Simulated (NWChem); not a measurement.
System: C2H5BF2O; SMILES C[C@H](O)B(F)F

Here is an NWChem input.

```
start job
memory heap 200 mb stack 900 mb global 1100 mb
geometry units angstroms noautoz
  C     -1.195777    -1.354813     0.474350
  C     -0.076110    -0.742346    -0.367089
  O      1.164052    -1.370891    -0.157456
  B      0.069211     0.797992    -0.075193
  F     -0.973506     1.595161    -0.244797
  F      1.185982     1.355623     0.335123
  H     -0.945487    -1.313383     1.545711
  H     -1.349269    -2.414030     0.208165
  H     -2.150762    -0.831252     0.317380
  H     -0.386112    -0.807185    -1.435621
  H      1.064967    -2.306977    -0.360246
end
basis spherical
  * library def2-tzvp
end
dft
  xc becke88 lyp
  iterations 150
  semidirect filesize 400000000
  mulliken
end
task dft energy
```

NWChem printed, in part:

```
             Northwest Computational Chemistry Package (NWChem) 7.3.0
             --------------------------------------------------------

 C1  symmetry detected

                             Geometry "geometry" -> ""
                             -------------------------

 Output coordinates in angstroms (scale by  1.889725989 to convert to a.u.)

  No.       Tag          Charge          X              Y              Z
 ---- ---------------- ---------- -------------- -------------- --------------
    1 C                    6.0000    -1.19828012    -1.34377525     0.46644145
    2 C                    6.0000    -0.08186599    -0.72511186    -0.37478664
    3 O                    8.0000     1.15874026    -1.35624910    -0.17584318
    4 B                    5.0000     0.06587115     0.81264126    -0.07072791
    5 F                    9.0000    -0.97699195     1.61192505    -0.22910922
    6 F                    9.0000     1.18484357     1.36605500     0.33930012
    7 H                    1.0000    -0.94325919    -1.31143846     1.53699952
    8 H                    1.0000    -1.35372041    -2.40063239     0.19213105
    9 H                    1.0000    -2.15355848    -0.81825657     0.31803174
   10 H                    1.0000    -0.39660318    -0.78083851    -1.44244811
   11 H                    1.0000     1.05807554    -2.29054528    -0.38597618

 Effective nuclear repulsion energy (a.u.)     236.5291617514

                                 NWChem DFT Module
                                 -----------------

 Summary of "ao basis" -> "ao basis" (spherical)
 ------------------------------------------------------------------------------
       Tag                 Description            Shells   Functions and Types
 ---------------- ------------------------------  ------  ---------------------
 C                         def2-tzvp                11       31   5s3p2d1f
 O                         def2-tzvp                11       31   5s3p2d1f
 B                         def2-tzvp                11       31   5s3p2d1f
 F                         def2-tzvp                11       31   5s3p2d1f
 H                         def2-tzvp                 4        6   3s1p

            General Information
            -------------------
          SCF calculation type: DFT
          Wavefunction type:  closed shell.
          No. of atoms     :    11
          No. of electrons :    48
           Alpha electrons :    24
            Beta electrons :    24
          Charge           :     0
          Spin multiplicity:     1
          Use of symmetry is: off; symmetry adaption is: off
          Maximum number of iterations: 150
          AO basis - number of functions:   216
                     number of shells:    86
          Convergence on energy requested:  1.00D-06
          Convergence on density requested:  1.00D-05
          Convergence on gradient requested:  5.00D-04

              XC Information
              --------------
                    Becke 1988 Exchange Functional  1.000
              Lee-Yang-Parr Correlation Functional  1.000

             Grid Information
             ----------------
          Grid used for XC integration:  medium
          Radial quadrature: Mura-Knowles
          Angular quadrature: Lebedev.
          Tag              B.-S. Rad. Rad. Pts. Rad. Cut. Ang. Pts.
          ---              ---------- --------- --------- ---------
          C                   0.70       49          10.0       434
          O                   0.60       49          10.0       434
          B                   0.85       49          11.0       434
          F                   0.50       49          12.0       434
          H                   0.35       45          11.0       434
          Grid pruning is: on
          Number of quadrature shells:   519
          Spatial weights used:  Erf1

      Superposition of Atomic Density Guess
      -------------------------------------

 Sum of atomic energies:        -375.99687924

      Non-variational initial energy
      ------------------------------

 Total energy =    -378.580910
 1-e energy   =    -986.987599
 2-e energy   =     371.877527
 HOMO         =      -0.354120
 LUMO         =       0.046260

------------------------------------------------------------
EAF file 0: "./job.aoints.0" size=1037041664 bytes
------------------------------------------------------------
               write      read    awrite     aread      wait
               -----      ----    ------     -----      ----
     calls:     1978         0         0         0         0
   data(b): 1.04e+09  0.00e+00  0.00e+00  0.00e+00
   time(s): 0.00e+00  0.00e+00  0.00e+00  0.00e+00  0.00e+00
rate(mb/s): 0.00e+00  0.00e+00
------------------------------------------------------------

     ---------------------------------------------
      Total Density - Mulliken Population Analysis
     ---------------------------------------------

    Atom       Charge   Shell Charges
 -----------   ------   -------------------------------------------------------
    1 C    6     6.52   0.86  1.12  0.56  0.66  0.15  1.26  1.41  0.45  0.01  0.04  0.00
    2 C    6     5.97   0.86  1.12  0.53  0.64  0.09  1.11  1.23  0.25  0.02  0.11  0.01
    3 O    8     8.68   0.79  1.18  0.59  0.94  0.26  1.97  2.14  0.78  0.00  0.02  0.00
    4 B    5     4.06   0.92  1.06  0.50  0.33  0.03  0.65  0.29  0.04  0.10  0.08  0.05
    5 F    9     9.43   0.77  1.20  0.61  0.99  0.32  2.36  2.32  0.84  0.00  0.01  0.00
    6 F    9     9.41   0.77  1.20  0.61  0.99  0.32  2.36  2.32  0.83  0.00  0.01  0.00
    7 H    1     0.84   0.24  0.44  0.13  0.02
    8 H    1     0.83   0.24  0.44  0.13  0.02
    9 H    1     0.83   0.24  0.44  0.13  0.02
   10 H    1     0.87   0.24  0.46  0.15  0.02
   11 H    1     0.57   0.20  0.27  0.06  0.04

   convergence    iter        energy       DeltaE   RMS-Dens  Diis-err
 ---------------- ----- ----------------- --------- --------- ---------
 d= 0,ls=0.0,diis     1   -379.0277479788 -6.16D+02  7.01D-03  1.82D+00
 d= 0,ls=0.0,diis     2   -378.8759104956  1.52D-01  4.31D-03  3.66D+00
 d= 0,ls=0.0,diis     3   -379.1615050440 -2.86D-01  1.00D-03  2.55D-01
 d= 0,ls=0.0,diis     4   -379.1784100641 -1.69D-02  3.52D-04  1.13D-02
 d= 0,ls=0.0,diis     5   -379.1791133247 -7.03D-04  1.37D-04  4.23D-03
  Resetting Diis
 d= 0,ls=0.0,diis     6   -379.1794657525 -3.52D-04  3.64D-05  1.43D-04
 d= 0,ls=0.0,diis     7   -379.1794753277 -9.58D-06  2.90D-05  2.37D-05
 d= 0,ls=0.0,diis     8   -379.1794705014  4.83D-06  1.67D-05  6.98D-05
 d= 0,ls=0.0,diis     9   -379.1794779676 -7.47D-06  2.08D-06  7.66D-07
 d= 0,ls=0.0,diis    10   -379.1794780281 -6.06D-08  5.55D-07  4.08D-08

         Total DFT energy =     -379.179478028142
      One electron energy =     -991.501470254503
           Coulomb energy =      422.140229641498
    Exchange-Corr. energy =      -46.347399166518
 Nuclear repulsion energy =      236.529161751381

 Numeric. integr. density =       48.000003741064

                       DFT Final Molecular Orbital Analysis
                       ------------------------------------

 Vector   22  Occ=2.000000D+00  E=-3.249466D-01
              MO Center=  8.5D-02, -9.5D-01,  6.2D-02, r^2= 3.4D+00
   Bfn.  Coefficient  Atom+Function         Bfn.  Coefficient  Atom+Function
  ----- ------------  ---------------      ----- ------------  ---------------
    68      0.269577   3 O  px               71      0.211325   3 O  px
     7     -0.169436   1 C  py              162      0.158567   6 F  py
    38      0.150784   2 C  py              194      0.144435   8 H  s
    74      0.143432   3 O  px              200     -0.136989   9 H  s
   165      0.124390   6 F  py               70      0.121071   3 O  pz

 Vector   23  Occ=2.000000D+00  E=-2.741453D-01
              MO Center=  1.6D-01, -6.9D-01, -1.5D-01, r^2= 2.7D+00
   Bfn.  Coefficient  Atom+Function         Bfn.  Coefficient  Atom+Function
  ----- ------------  ---------------      ----- ------------  ---------------
    38      0.207320   2 C  py              100     -0.188849   4 B  py
    68     -0.183515   3 O  px               69     -0.150028   3 O  py
    71     -0.141639   3 O  px               37      0.140617   2 C  px
    41      0.140893   2 C  py              103     -0.139231   4 B  py
    67     -0.136185   3 O  s               212      0.135744  11 H  s

 Vector   24  Occ=2.000000D+00  E=-2.374970D-01
              MO Center=  7.0D-01, -1.2D+00, -2.4D-01, r^2= 1.7D+00
   Bfn.  Coefficient  Atom+Function         Bfn.  Coefficient  Atom+Function
  ----- ------------  ---------------      ----- ------------  ---------------
    70      0.413330   3 O  pz               73      0.329238   3 O  pz
    76      0.286111   3 O  pz              206      0.165527  10 H  s
   207      0.143875  10 H  s                39     -0.124554   2 C  pz
    68     -0.111082   3 O  px                6     -0.101843   1 C  px
   201      0.097147   9 H  s                 4     -0.091465   1 C  s

 Vector   25  Occ=0.000000D+00  E=-3.059590D-02
              MO Center= -1.4D-01,  8.8D-02, -7.3D-04, r^2= 4.2D+00
   Bfn.  Coefficient  Atom+Function         Bfn.  Coefficient  Atom+Function
  ----- ------------  ---------------      ----- ------------  ---------------
     5      1.485767   1 C  s               195     -0.717931   8 H  s
   207     -0.631094  10 H  s               189     -0.501477   7 H  s
    44      0.395173   2 C  py              101     -0.369122   4 B  pz
   104     -0.357514   4 B  pz               45     -0.354695   2 C  pz
    36      0.323988   2 C  s                98     -0.300451   4 B  s

 Vector   26  Occ=0.000000D+00  E=-3.635689D-03
              MO Center=  3.1D-01, -1.0D+00, -6.4D-01, r^2= 6.5D+00
   Bfn.  Coefficient  Atom+Function         Bfn.  Coefficient  Atom+Function
  ----- ------------  ---------------      ----- ------------  ---------------
    36      2.057487   2 C  s                98     -1.130887   4 B  s
   213     -0.932945  11 H  s                 5      0.750163   1 C  s
   207     -0.737227  10 H  s               195     -0.567523   8 H  s
   201     -0.566188   9 H  s                67      0.365204   3 O  s
    12     -0.342932   1 C  px              103      0.310980   4 B  py

 Vector   27  Occ=0.000000D+00  E= 2.207623D-02
              MO Center=  3.8D-02, -2.1D-01, -3.8D-01, r^2= 8.4D+00
   Bfn.  Coefficient  Atom+Function         Bfn.  Coefficient  Atom+Function
  ----- ------------  ---------------      ----- ------------  ---------------
    98      1.778279   4 B  s               213     -1.019701  11 H  s
    97     -0.800511   4 B  s                36     -0.776835   2 C  s
    67      0.523205   3 O  s                 5     -0.462314   1 C  s
   207      0.439348  10 H  s               189      0.376005   7 H  s
   103     -0.362626   4 B  py               45      0.329228   2 C  pz

------------------------------------------------------------
EAF file 0: "./job.aoints.0" size=1426063360 bytes
------------------------------------------------------------
               write      read    awrite     aread      wait
               -----      ----    ------     -----      ----
     calls:     2720         9         0     24471     24471
   data(b): 1.43e+09  4.72e+06  0.00e+00  1.28e+10
   time(s): 0.00e+00  0.00e+00  0.00e+00  0.00e+00  0.00e+00
rate(mb/s): 0.00e+00  0.00e+00
------------------------------------------------------------

     ---------------------------------------------
      Total Density - Mulliken Population Analysis
     ---------------------------------------------

    Atom       Charge   Shell Charges
 -----------   ------   -------------------------------------------------------
    1 C    6     6.35   0.85  1.12  0.53  0.63  0.18  1.36  1.16  0.47  0.01  0.03  0.00
    2 C    6     5.92   0.85  1.12  0.53  0.60  0.07  1.34  1.06  0.22  0.03  0.10  0.01
    3 O    8     8.41   0.79  1.18  0.60  0.90  0.33  1.93  1.83  0.82  0.00  0.03  0.00
    4 B    5     4.56   0.92  1.05  0.54  0.22  0.01  1.01  0.38  0.11  0.13  0.14  0.06
    5 F    9     9.22   0.77  1.20  0.62  0.93  0.40  2.31  2.05  0.93  0.00  0.01  0.00
    6 F    9     9.19   0.77  1.20  0.63  0.93  0.39  2.31  2.05  0.91  0.00  0.01  0.00
    7 H    1     0.89   0.28  0.48  0.11  0.02
    8 H    1     0.90   0.28  0.48  0.12  0.02
    9 H    1     0.89   0.28  0.48  0.11  0.02
   10 H    1     0.94   0.28  0.50  0.14  0.02
   11 H    1     0.72   0.27  0.35  0.06  0.05

     -------------------------------------------
      Total Density - Lowdin Population Analysis
     -------------------------------------------

    Atom       Charge   Shell Charges
 -----------   ------   -------------------------------------------------------
    1 C    6     6.27   0.91  1.04  0.37  0.35  0.17  1.16  1.36  0.64  0.02  0.24  0.03
    2 C    6     6.34   0.91  1.03  0.34  0.30  0.16  1.13  1.27  0.53  0.04  0.55  0.08
    3 O    8     7.97   0.87  1.09  0.53  0.56  0.29  1.76  1.84  0.94  0.00  0.07  0.00
    4 B    5     5.87   0.95  0.99  0.33  0.23  0.11  0.87  0.70  0.27  0.25  0.79  0.37
    5 F    9     8.64   0.86  1.10  0.57  0.65  0.35  2.14  2.02  0.93  0.00  0.02  0.00
    6 F    9     8.62   0.86  1.10  0.57  0.65  0.34  2.14  2.02  0.92  0.00  0.02  0.00
    7 H    1     0.87   0.26  0.39  0.16  0.06
    8 H    1     0.88   0.26  0.40  0.17  0.06
    9 H    1     0.87   0.26  0.39  0.16  0.06
   10 H    1     0.84   0.25  0.38  0.16  0.05
   11 H    1     0.83   0.26  0.31  0.11  0.16

     Multipole analysis of the density
     ---------------------------------

     L   x y z        total         alpha         beta         nuclear
     -   - - -        -----         -----         ----         -------
     0   0 0 0     -0.000000    -24.000000    -24.000000     48.000000

     1   1 0 0     -0.542968     -0.271484     -0.271484      0.000000
     1   0 1 0     -0.852936     -0.426468     -0.426468     -0.000000
     1   0 0 1     -0.252967     -0.126483     -0.126483     -0.000000

     2   2 0 0    -28.702085   -102.343545   -102.343545    175.985005
     2   1 1 0      0.406934     -3.798648     -3.798648      8.004229
     2   1 0 1     -0.777679      2.148782      2.148782     -5.075242
     2   0 2 0    -24.199864   -166.003468   -166.003468    307.807071
     2   0 1 1      0.727421      1.057635      1.057635     -1.387850
     2   0 0 2    -24.768060    -27.845266    -27.845266     30.922472
```

Level: BLYP/def2-TZVP. Structure relaxed at the PBE0/def2-SVP level.
